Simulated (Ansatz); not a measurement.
Stepwise reaction of `[OH][Ga]([Cl])[Cl]` with hydrogen, as a gas-phase model of exchange steps in deposition or etching. ΔE in kJ/mol; ΔG adds harmonic PBE0-D4 terms to CCSD(T)/CBS, at 1 bar.

Isolated molecules relaxed with PBE0-D4/def2-TZVP in Ansatz; ΔE leaves out vibrations. CCSD(T)/CBS is the MP2 limit (def2-TZVPP, def2-QZVPP) plus CCSD(T) − MP2 in def2-TZVPP, frozen cores. This one scheme is used for every species. DFT in def2-TZVPP. B3LYP here is the variant with VWN-RPA as its local correlation; programs differ in this. For Ga outer-core shells are correlated without core-valence functions, which leaves a few kJ/mol of doubt a bond. Scalar relativity is left out up to krypton. Each species was taken in one conformer, which may not be the lowest.

```tsv
step	reaction	PBE-D4	B3LYP-D4	ωB97M-V	CCSD(T)/CBS	ΔG(400 K)
1	`[OH][Ga]([Cl])[Cl]` + H₂ → `[OH][GaH][Cl]` + HCl	80.0	82.0	80.7	82.8	77.5
```

Task: Give the row of step 2, `[OH][GaH][Cl]` + H₂ → `[OH][GaH2]` + HCl. (Best estimate.)

Result: Ansatz gave: 
```json
{"step": "2", "reaction": "`[OH][GaH][Cl]` + H₂ → `[OH][GaH2]` + HCl", "PBE-D4": "107.1", "B3LYP-D4": "108.6", "ωB97M-V": "107.6", "CCSD(T)/CBS": "109.8", "ΔG(400 K)": "104.2"}
```

Task: By hand: ΔE of the 2 steps together at CCSD(T)/CBS.

Result: (82.8) + (109.8) = 192.6 kJ/mol, or 96.3 kJ/mol a step.

In ΔE each step is higher than the one before. All are uphill at CCSD(T)/CBS. ΔG lies between 77.5 and 104.2 kJ/mol a step. PBE-D4 differs from CCSD(T)/CBS by -2.8 to -2.7 kJ/mol a step. Isolated molecules leave out the surface, adducts and barriers. Largest T1 diagnostic: 0.015.
